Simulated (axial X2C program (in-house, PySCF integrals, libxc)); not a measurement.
## Nuclear properties of KH⁻

Calculated with an in-house all-electron X2C program for linear molecules (integrals from PySCF): two-component X2C with atomic mean-field Coulomb and Gaunt terms, Gaussian nuclei, basis K dyall-acv3z, H dyall-av3z with contracted cores.

R = 2.367 Å (near the PBE0 minimum at charge -1 of the determinant lowest at the starting distance; the state shown can have its own minimum elsewhere).

Determinant lowest in the PBE0 search, Ω = 1/2 (⟨Sz⟩ = 0.50, ⟨Lz⟩ = 0.00 at PBE0), spin on the atoms K 0.48, H 0.02:

```
 level  Eeff magnitude (GV/cm)  Ws magnitude K (kHz)  A∥/gI K (MHz)  qzz K (a.u.)  A∥/gI H (MHz)  qzz H (a.u.)
  PBE0                  0.0537                0.0403            121         -0.51           11.6          0.02
    HF                  0.0438                0.0329           90.4         -0.56           9.13          0.02
r2SCAN                  0.0671                0.0502            141         -0.50           16.6          0.02
   PBE                  0.0538                0.0404            124         -0.48           13.7          0.02
 TPSSh                  0.0514                0.0385           93.6         -0.49           18.7          0.02
```

Determinant 0.44 eV from it at PBE0 and this distance, Ω = 3/2 (⟨Sz⟩ = 0.50, ⟨Lz⟩ = 1.00 at PBE0), spin on the atoms K 0.50, H 0.00:

| level | Eeff magnitude (GV/cm) | Ws magnitude K (kHz) | A∥/gI K (MHz) | qzz K (a.u.) | A∥/gI H (MHz) | qzz H (a.u.) |
| --- | --- | --- | --- | --- | --- | --- |
| PBE0 | 0.00063 | 0.000145 | 2.77 | -0.33 | -0.471 | 0.02 |
| HF | 0.00109 | 0.000262 | 2.09 | -0.41 | -0.599 | 0.02 |
| r2SCAN | 8.04e-05 | 1.09e-05 | 1.94 | -0.34 | -0.251 | 0.02 |
| PBE | 0.000115 | 1.6e-05 | 3.19 | -0.30 | -0.629 | 0.02 |
| TPSSh | 0.000299 | 6.5e-05 | 0.956 | -0.32 | -0.088 | 0.02 |

Eeff is the effective electric field on the electron electric dipole moment in this Ω state and Ws the scalar–pseudoscalar constant of the nucleus named (defined with the proton number Z and per Ω); A∥ (defined per Ω) follows by multiplying with gI = μI/(I μN); qzz is the electric field gradient, eQq0 = 234.96 MHz × Q/barn × qzz. The operators were transformed with the bare-nucleus X2C matrices; with these basis sets, hyperfine constants and field gradients can be off by tens of per cent, and where levels differ in sign neither size nor sign is settled.

(1) With gI(39K) = 0.2610, Q(39K) = 0.0603 barn (g factors from the IAEA table of nuclear moments by Stone; Q from Pyykkö, Mol. Phys. 2018), turn the PBE0 values of the first state into constants in MHz.

Each state is one determinant with collinear spin. Unrestricted Hartree–Fock can overshoot spin polarisation at the nuclei. For an anion, determinants above electron detachment, or with a positive highest level, are held by the basis set. Where Eeff spreads by more than a factor of two the levels disagree and none is to be relied on. States lie within half an eV, so the first need not be the ground state. Further determinants of the search, some of them spin-mixed, are not shown. Where a field gradient or hyperfine factor spreads by more than a factor of two over the levels, a constant derived from it is not to be relied on. PBE0 term energies can be off by some tenths of an eV.

## Answers

(1) A∥(39K) = 121 × 0.2610 = 31.6 MHz; eQq0(39K) = 234.96 × (0.0603) × (-0.51) = -7.23 MHz.
